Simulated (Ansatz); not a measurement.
One change: `c1cc[se]c1` becomes `c1ccoc1`.

Ansatz, PBE0-D4/def2-TZVP geometries, multiplicity 1. 

Scalar relativity is left out up to krypton.

```
                                                                                  property  `c1cc[se]c1`
                                                   HOMO–LUMO gap (ωB97M-V/def2-TZVPP) / eV         10.40
                                                        HOMO energy (PBE0/def2-TZVPP) / eV         -6.89
                                                         HOMO energy (PBE/def2-TZVPP) / eV         -5.85
ideal-gas entropy at 298 K and 1 bar (rigid rotor, harmonic PBE0-D4/def2-TZVP) / J/(mol·K)           290
                                                      HOMO–LUMO gap (PBE0/def2-TZVPP) / eV          6.32
                                                       HOMO–LUMO gap (PBE/def2-TZVPP) / eV          4.43
```

(1) Give the same properties after the change, and the shifts. (An estimate is asked.)

## Answers

(1) Computed: 
| property | `c1ccoc1` | shift |
| --- | --- | --- |
| HOMO–LUMO gap (ωB97M-V/def2-TZVPP) / eV | 11.26 | 0.86 |
| HOMO energy (PBE0/def2-TZVPP) / eV | -6.67 | 0.22 |
| HOMO energy (PBE/def2-TZVPP) / eV | -5.64 | 0.21 |
| ideal-gas entropy at 298 K and 1 bar (rigid rotor, harmonic PBE0-D4/def2-TZVP) / J/(mol·K) | 266 | -24 |
| HOMO–LUMO gap (PBE0/def2-TZVPP) / eV | 6.96 | 0.64 |
| HOMO–LUMO gap (PBE/def2-TZVPP) / eV | 4.96 | 0.53 |

With PBE0 the HOMO rises by 0.22 eV and the LUMO rises by 0.86 eV, so the gap widens by about 0.64 eV. PBE moves the HOMO by 0.21 eV and ωB97M-V by 0.12 eV.

Spin–orbit coupling is left out; it splits and shifts lone-pair levels of the heavy atoms by tenths of an eV.
